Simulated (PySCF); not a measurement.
**Computed properties of C3H9NSi2, SMILES N[C@@H](C#C)[SiH2][SiH3]**

C3H9NSi2, SMILES [C@H]([SiH2][SiH3])(N)C#C. Coordinates come from a B3LYP-D3(BJ)/def2-SVP optimisation. The structure was generated by enumeration; whether it is a known compound was not checked. The values are those of a single conformer. All values are computed for the isolated molecule unless a solvent is named; none is compared with measurement here.

**Structure.** All 39 harmonic modes at B3LYP-D3(BJ)/def2-SVP (PySCF) are real, so it is a minimum. With heavy atoms numbered as in [CH:1]#[C:2][C@H:3]([NH2:4])[SiH2:5][SiH3:6], the shortest bond between them is C1–C2 at 1.213 Å and the longest Si5–Si6 at 2.352 Å.

**Vibrations.** The strongest infrared lines (harmonic, unscaled, degenerate partners summed) lie at 786 cm⁻¹ (305 km/mol, H 84 %, Si 10 %), 863 cm⁻¹ (304 km/mol, H 75 %, N 15 %), 2212 cm⁻¹ (138 km/mol, H 93 %). The softest mode is at 50 cm⁻¹ and the zero-point energy is 66.2 kcal/mol.

**Electronic structure.** PBE0/def2-TZVP (PySCF) places the frontier levels at -6.70 and -0.14 eV, a gap of 6.56 eV, and gives a dipole moment of 1.05 D and a mean polarisability of 101.1 bohr³. PBE/def2-TZVP (PySCF) at the same geometry gives -5.45 and -0.97 eV, so its gap is 2.08 eV narrower. An orbital gap is neither the optical nor the fundamental gap.

**Excitations.** TDDFT-PBE0/def2-SVPD (PySCF) has S1 at 5.38 eV (230 nm, f = 0.001, dark); the most intense of the 10 singlets computed lies at 6.39 eV (f = 0.12). T1 (TDA) is at 5.01 eV. TDDFT-PBE/def2-SVPD (PySCF) puts S1 at 4.63 eV. No vertical singlet excitation falls in the visible range (under 3.1 eV).

**NMR.** GIAO shifts at HF/pcSseg-1 (PySCF) (non-relativistic, atoms alike by connectivity averaged): ¹³C from 25.8 to 86.3 ppm against TMS; ¹H from 0.8 to 3.8 ppm against TMS; ²⁹Si from -94.7 to -42.1 ppm against TMS.

**Solvation.** SMD-M06-2X/def2-SVP (PySCF) gives -1.7 kcal/mol in water, -3.6 kcal/mol in dimethylsulfoxide, -2.7 kcal/mol in benzene (1 M in both phases, gas-phase geometry); of these solvents dimethylsulfoxide holds the molecule best.
